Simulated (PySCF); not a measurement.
NMR data simulated for an unnamed compound:

¹H NMR (400 MHz, computed): δ 8.83 (m, 1H), 7.68 (m, 1H), 7.58 (m, 1H), 7.36 (m, 1H), 2.64 (m, 1H), 1.47 (d, 6H).

¹³C{¹H} NMR (computed): δ 198.3 (C), 166.5 (CH), 139.2 (CH), 137.2 (CH), 134.9 (CH), 47.0 (CH), 31.4 (CH3).

Equivalent nuclei averaged, no solvent model, single conformer, no relativistic terms. Structure optimised with PBE0-D3(BJ)/def2-SVP; shielding tensors at B3LYP/pcSseg-1 (GIAO); PySCF 2.14.

Referencing at the same level of theory: TMS for ¹H, ¹³C.

Q: Which of these does the molecule contain: a (CH3)2CH unit, an N-methyl group, a C≡C triple bond, a methoxy group?

A: 
- A (CH3)2CH unit: yes (δC 31.4, 47.0; δH 1.47 (d), 2.64 (m)).
- An N-methyl group: no.
- A C≡C triple bond: no.
- A methoxy group: no.

The data belong to `InChI=1S/C8H11P/c1-7(2)8-5-3-4-6-9-8/h3-7H,1-2H3`; they needn't prove each group on their own.

Carbon signals by region: 2 in the far downfield region (above 160 ppm), 3 in the sp2 and nitrile region (100–160 ppm), 2 below 50 ppm. Above 160 ppm: 198.3, substituted aromatic carbon, 166.5, aromatic CH.

Splittings by ³¹P in the carbon and heteronuclear signals aren't shown, as no couplings were computed. Shifts are as computed. Against solution values, carbons near 30 ppm lie about +2 ppm off and those near 130 ppm about +6 ppm. Of 1313 compounds with measured shifts, 239 miss one by over three times the rms of a fit or turn the order of signals round; such compounds aren't used in these exercises. No couplings were computed; multiplicities are counted from neighbouring protons, with m where these are inequivalent, close in shift, in a saturated or five-membered ring or joined by F or P, and br s for small geminal =CH2 splittings.
